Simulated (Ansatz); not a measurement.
Cost and result for the atomization energy of C$_{3}$H$_{6}$Zn (`C=[CH][Zn][CH3]`) (10 atoms, 9 bonds).

Cartesian coordinates in Å:
```
C -1.024 0.803 1.998
C 0.118 0.825 1.310
Zn 0.381 -0.080 -0.375
C 0.625 -0.994 -2.067
H -1.145 1.322 2.948
H -1.905 0.265 1.655
H 0.931 1.399 1.759
H -0.328 -1.371 -2.449
H 1.045 -0.323 -2.820
H 1.302 -1.846 -1.960
```

Total charge 0; spin multiplicity 1. For Zn the d shell is correlated and the shells below it are frozen. Scalar relativity is left out up to krypton. Geometry: relaxed with PBE0-D4/def2-TZVP. It is one conformer, not always the lowest. Program: Ansatz. All runs use 4 threads of an Arm Neoverse V2 on a shared host. Times are those of one run each, without the atoms' runs, and a repeat can differ threefold. Electronic energies, without spin–orbit coupling; frozen cores. CCSD(T)/CBS adds CCSD(T) − MP2 in def2-TZVPP to the MP2 limit, and its time is that of the two runs behind it. T1 = 0.014. With those shells the extrapolation isn't a true limit. B3LYP takes the VWN-RPA correlation (the form of Gaussian; ORCA's B3LYP/G). HSE06 is the plane-wave form, built on full-range PBE exchange.

CCSD(T)/CBS is a level of theory with its own doubt, some kJ/mol a heavy atom from the limit and from the frozen cores, so smaller differences don't rank the functionals.

```
                             level  functions  wall time  atomization (kJ/mol)  difference from CCSD(T)/CBS  per bond
            LDA (SPW92)/def2-TZVPP        241      1.1 s                4057.5                        490.8      54.5
              revPBE-D4/def2-TZVPP        241      1.7 s                3556.7                        -10.0      -1.1
                BLYP-D4/def2-TZVPP        241      1.9 s                3545.6                        -21.1      -2.3
               HSE06-D4/def2-TZVPP        241      2.8 s                3595.1                         28.4       3.2
                  CCSD(T)/def2-SVP        103      3.7 s                3419.9                       -146.8     -16.3
 B3LYP-D4/def2-TZVPP (with forces)        241      4.1 s                3562.0                         -4.7      -0.5
r2SCAN-D4/def2-TZVPP (with forces)        241      4.2 s                3594.4                         27.7       3.1
             r2SCANh-D4/def2-TZVPP        241      4.4 s                3576.4                          9.7       1.1
                 B97M-V/def2-TZVPP        241      7.5 s                3566.1                         -0.6      -0.1
  ωB97M-V/def2-TZVPP (with forces)        241      9.5 s                3579.5                         12.8       1.4
                    MP2/def2-QZVPP        451       16 s                3588.9                         22.2       2.5
                CCSD(T)/def2-TZVPP        241      110 s                3493.1                        -73.6      -8.2
                 CCSD(T)/CBS(def2)          –      2 min                3566.7                          0.0       0.0
```

From r2SCAN to r2SCAN0 (25 % exact exchange), in def2-TZVPP and without D4, the atomization energy moves by −43.9 kJ/mol: exact exchange takes away binding that semilocal exchange gives to molecules. The D4 term adds +23.8 kJ/mol with B3LYP and +12.4 kJ/mol with PBE0; it sums over pairs of atoms, weighted by their polarisabilities, and B3LYP, whose exchange is more repulsive, gets the larger term. In def2-TZVPP, CCSD(T) changes the Hartree–Fock value by +833.2 kJ/mol (the triples alone add +50.8 kJ/mol) and MP2 by +884.8 kJ/mol; breaking electron pairs costs correlation energy, which Hartree–Fock lacks.
